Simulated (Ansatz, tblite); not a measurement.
Removing an electron: SnEt3(NHMe) (C₇H₁₉NSn). Charge 0, multiplicity 1. Geometry: r2SCAN-D4/def2-SVP. Ansatz, gas phase; energy differences of separate SCF runs; the oxidised species was run as a doublet alone.

```tsv
atom	x (Å)	y (Å)	z (Å)
Sn1	-0.040	-0.050	0.015
C2	1.645	-0.178	-1.348
C3	2.437	1.128	-1.385
H4	1.269	-0.452	-2.348
H5	2.279	-1.018	-1.014
H6	3.319	1.058	-2.047
H7	1.822	1.966	-1.752
H8	2.796	1.409	-0.382
C9	-1.250	-1.868	0.037
C10	-0.435	-3.106	0.402
H11	-1.719	-1.976	-0.956
H12	-2.071	-1.706	0.756
H13	-1.058	-4.017	0.443
H14	0.368	-3.298	-0.329
H15	0.046	-2.999	1.389
C16	-1.229	1.724	-0.374
C17	-1.781	1.777	-1.797
H18	-0.577	2.589	-0.164
H19	-2.046	1.760	0.367
H20	-2.365	2.696	-1.980
H21	-0.975	1.754	-2.550
H22	-2.448	0.925	-2.013
N23	0.861	0.277	1.843
C24	0.051	0.434	3.036
H25	1.647	-0.349	2.014
H26	0.651	0.831	3.876
H27	-0.746	1.177	2.853
H28	-0.453	-0.486	3.407
```

In the def2 sets Sn takes a core potential; there is no spin–orbit coupling. The xTB rows come from tblite. LC-ωPBE has ω = 0.4 bohr⁻¹. Single mean-field runs in def2-TZVP are fitted with def2-universal-jkfit.

| level | −HOMO (eV) | vertical IE (eV) | −LUMO (eV) | HOMO–LUMO gap (eV) |
| --- | --- | --- | --- | --- |
| GFN1-xTB | 10.35 | 13.16 | 6.29 | 4.06 |
| GFN2-xTB | 9.38 | 12.19 | 5.72 | 3.66 |
| PBE-D4/def2-TZVP | 4.65 | 7.43 | 0.43 | 4.22 |
| PBE0-D4/def2-TZVP | 5.96 | 7.68 | -0.43 | 6.39 |
| LC-ωPBE/def2-TZVP | 8.67 | 7.97 | -2.55 | 11.23 |

 Raw xTB energy differences between charge states are shifted by several eV; the methods need an empirical correction for them.
